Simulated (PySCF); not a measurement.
[TiF6]3-: Ti(III) (d1), charge -3. The structure is a PBE0-D3(BJ)/def2-SVP, IEF-PCM water geometry optimised for multiplicity 2; coordination octahedral, point group D2h, metal–donor distances 1.96–2.00 Å.

Method (PySCF 2.14, density fitting): CASSCF(1,5) with orbitals averaged over all microstates of the shell, strongly contracted NEVPT2 on the averaged canonical orbitals; basis x2c-TZVPall on the metal, x2c-SVPall elsewhere; spin-free X2C; IEF-PCM water; spin-orbit coupling by state interaction with the mean-field operator over all roots.

CASSCF energies above the lowest CASSCF root:

```json
{"state": "2B3g (from 2T2g)", "CASSCF / cm⁻¹": "0"}
{"state": "2B2g (from 2T2g)", "CASSCF / cm⁻¹": "384"}
{"state": "2Ag (from 2T2g)", "CASSCF / cm⁻¹": "551"}
{"state": "2Ag (from 2Eg)", "CASSCF / cm⁻¹": "15970"}
{"state": "2B1g (from 2Eg)", "CASSCF / cm⁻¹": "17495"}
```

Question: How does dynamic correlation (SC-NEVPT2) move these states?

Answer: 
```tsv
state	NEVPT2 / cm⁻¹	shift / cm⁻¹
2B3g (from 2T2g)	0	0
2B2g (from 2T2g)	404	+19
2Ag (from 2T2g)	594	+44
2Ag (from 2Eg)	17612	+1642
2B1g (from 2Eg)	19211	+1716
```

In the ligand-field fit 10Dq goes from 16421 to 18079 cm⁻¹. The symmetry is lower than cubic, so 10Dq is the difference of the means of the two sets.

No frequencies were computed for the optimised geometry. NEVPT2 on the d shell alone tends to put d–d bands too high for such charged or covalently bound ions.
